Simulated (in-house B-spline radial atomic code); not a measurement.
**Solving the quasi-particle equation for 6s up of Re II (Re+)**

Configuration [Xe] 4f14 5d5 6s1, highest spin, start PBE0; correlation leaves out the 11 deepest shells. Computed with an all-electron radial atomic-structure program (B-spline basis): all electrons, scalar-relativistic (spin-free one-electron X2C), finite nucleus, each spin shell either full or empty, empty states to l = 9 with an (l + 1/2)⁻⁴ tail; G0W0 by contour deformation at full frequency.

RPA overbinds a lone outer s electron by self-correlation, and G0W0 tends to as well.

At the mean-field level ε = -14.288 eV the matrix elements are Σx = -14.367 eV, v_xc = -12.455 eV and Σc(ε) = -1.414 eV, and the slope of the correlation self-energy is dΣc/dω = -0.0597. The quasi-particle energy solves E = ε + Σx − v_xc + Σc(E).

What does the linearised equation give?

Z = 1/(1 − dΣc/dω) = 1/1.0597 = 0.9437. The first-order shift is Σx − v_xc + Σc(ε) = -14.367 − (-12.455) + (-1.414) = -3.326 eV, so E ≈ ε + Z × shift = -14.288 + 0.9437 × (-3.326) = -17.427 eV.

How does that compare with the full solution and with static screening?

Solving the equation at full frequency dependence gives E = -17.425 eV, where Σc = -1.226 eV and the weight is 0.942; the linearised value is off by 2 meV. Leaving Z out would give -17.614 eV. Static COHSEX puts -2.729 eV in place of Σc and gives -18.929 eV, 1.50 eV deeper.
